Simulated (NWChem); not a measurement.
# C2H3ClF2Si; SMILES F/C([SiH3])=C(\F)Cl

```xyz
9

F      1.8236    -1.0707     0.0000
C      0.5696    -0.5565     0.0000
Si    -0.8874    -1.7729     0.0000
C      0.4475     0.7933     0.0000
F      1.4791     1.6296     0.0000
Cl    -1.0998     1.5655     0.0000
H     -0.2871    -3.1478     0.0000
H     -1.7376    -1.5790     1.2234
H     -1.7376    -1.5790    -1.2234
```
Atoms are numbered in this order, from 1.

Level: PBE-D3(BJ)/def2-SVP (NWChem), optimised geometry, unscaled harmonic frequencies. 

```
frequency (cm⁻¹)  IR intensity (km/mol)
----------------  ---------------------
69                                  0.0
126                                 0.1
130                                 1.3
272                                 2.1
290                                 0.2
367                                 2.2
391                                 9.6
516                                12.4
522                                 2.2
618                                38.7
645                                29.3
870                               222.5
897                                37.2
905                                 2.9
935                                86.6
1142                              197.7
1197                               65.1
1664                              126.5
2174                               44.2
2180                               83.6
2198                               79.3
```

```yaml
zero_point_energy: 25.9 kcal/mol
thermal correction to the enthalpy at 298.15 K (with zero-point energy): 31.2 kcal/mol
heat capacity Cv: 25.1 cal/(mol K)
entropy at 298.15 K and 1 atm (symmetry number 1): 86.8 cal/(mol K)
dipole_moment: 1.19 D
```

Rigid rotor and harmonic oscillator; modes under 100 cm⁻¹ make the entropy uncertain.
